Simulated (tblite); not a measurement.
Species: C3H14N2SSi2.
Geometry (GFN2-xTB, Å), atoms numbered from 1 in this order:
```
atom  x, y, z in Å
C1    -1.7712   -0.3241   -1.4447
C2    -1.8099    0.2645   -0.0393
C3    -1.9719   -0.8478    0.9960
Si4   -0.2510    1.3047    0.2933
S5    -0.5774    2.3319    2.1667
N6     1.2027    0.4023    0.4756
Si7    1.9810   -0.6500   -0.6683
N8     3.5901   -0.7713   -0.0698
H9    -1.7046    0.4620   -2.1933
H10   -2.6680   -0.9106   -1.6409
H11   -0.9051   -0.9733   -1.5569
H12   -2.6884    0.9155    0.0294
H13   -2.0373   -0.4336    2.0002
H14   -1.1227   -1.5280    0.9570
H15   -2.8786   -1.4207    0.8039
H16   -0.0545    2.3292   -0.7343
H17    0.5899    2.9520    2.1804
H18    1.5350    0.2856    1.4208
H19    1.4624   -2.0198   -0.6480
H20    1.7687   -0.0158   -1.9723
H21    4.2205   -1.4108   -0.5238
H22    4.0799    0.0772    0.1673
```

Level: GFN2-xTB in tblite, geometry and Hessian alike; calculated harmonic values, unscaled, isolated species. This tight-binding method is rough: wavenumbers can miss measured ones by several per cent, in bad cases by 10 to 20. Modes of hydrogen on silicon and sulfur can be 10 to 20 % off. One conformer, not necessarily the lowest.

Harmonic wavenumbers (cm⁻¹): 33.9, 53.7, 66.9, 95.6, 107.8, 128.1, 143.3, 187.2, 208.5, 226.8, 237.7, 255.4, 278.1, 336.6, 351.6, 412.1, 514.0, 528.2, 554.2, 584.9, 636.0, 659.4, 669.4, 688.8, 730.5, 753.8, 802.7, 845.3, 903.4, 947.4, 949.3, 985.0, 995.6, 1041.1, 1135.1, 1180.2, 1184.9, 1281.4, 1303.8, 1411.6, 1424.3, 1500.3, 1505.5, 1512.0, 1513.1, 1521.3, 2208.6, 2238.5, 2243.4, 2486.5, 2924.4, 3003.6, 3007.8, 3019.2, 3027.2, 3029.6, 3033.8, 3454.8, 3472.5, 3516.2.

A = 1353, B = 754.2, C = 554.2 MHz; mass 166.042 u (most abundant isotopes); point group C1, symmetry number 1.

**Question.** What is the zero-point energy?

**Answer.** Half the sum of the wavenumbers: 37026 cm⁻¹ = 105.86 kcal/mol.

**Question.** What is S at 500 K and 1 bar for an ideal gas of classical rigid rotors and harmonic oscillators?

**Answer.** Translation 43.82, rotation 32.26, vibration 74.75: S = 150.8 cal/(mol K).

**Question.** And Cp and H(500 K) − H(0)?

**Answer.** Cp = 71.12 cal/(mol K), of which vibrations give 63.17 (their classical limit is 60 R = 119.2); H(500 K) − H(0) = 22.07 kcal/mol without the zero-point energy, 18.10 from vibrations.

**Question.** Blend soft modes into free rotors: weight 1/[1 + (100 cm⁻¹/ν̃)⁴] for the oscillator and the rest for a rotor with moment μB/(μ + B), μ = h/(8π²ν), B = 10⁻⁴⁴ kg m². What vibrational entropy results?

**Answer.** 68.26 cal/(mol K) in place of 74.75, which changes −T·S at 500 K by +3.24 kcal/mol.

**Question.** How do the functions run with temperature in this model?

**Answer.** 
```json
{"T (K)": "100", "S (cal/(mol K))": "78.4", "Cp (cal/(mol K))": "26.2", "H − H(0) (kcal/mol)": "1.68", "G − H(0) (kcal/mol)": "-6.16", "ln q(vib)": "3.15"}
{"T (K)": "200", "S (cal/(mol K))": "100.9", "Cp (cal/(mol K))": "40.0", "H − H(0) (kcal/mol)": "5.00", "G − H(0) (kcal/mol)": "-15.17", "ln q(vib)": "7.55"}
{"T (K)": "300", "S (cal/(mol K))": "119.4", "Cp (cal/(mol K))": "52.2", "H − H(0) (kcal/mol)": "9.62", "G − H(0) (kcal/mol)": "-26.21", "ln q(vib)": "11.72"}
{"T (K)": "800", "S (cal/(mol K))": "188.5", "Cp (cal/(mol K))": "89.0", "H − H(0) (kcal/mol)": "46.33", "G − H(0) (kcal/mol)": "-104.47", "ln q(vib)": "29.55"}
{"T (K)": "1000", "S (cal/(mol K))": "209.3", "Cp (cal/(mol K))": "97.1", "H − H(0) (kcal/mol)": "64.98", "G − H(0) (kcal/mol)": "-144.30", "ln q(vib)": "35.55"}
```

q(vib) and H(0) count from the zero-point level.

**Question.** Which modes carry the vibrational entropy at 500 K?

**Answer.** 33.9 cm⁻¹: 6.61; 53.7 cm⁻¹: 5.70; 66.9 cm⁻¹: 5.26; 95.6 cm⁻¹: 4.56; 107.8 cm⁻¹: 4.32; 128.1 cm⁻¹: 3.98 cal/(mol K); the other 54 give 44.31 together.

Hindered rotation and anharmonicity are outside this model. Other conformers, if any are populated, would add a mixing term that is left out. The structure is chiral; the term R ln 2 for an equal mix with its mirror image is left out.
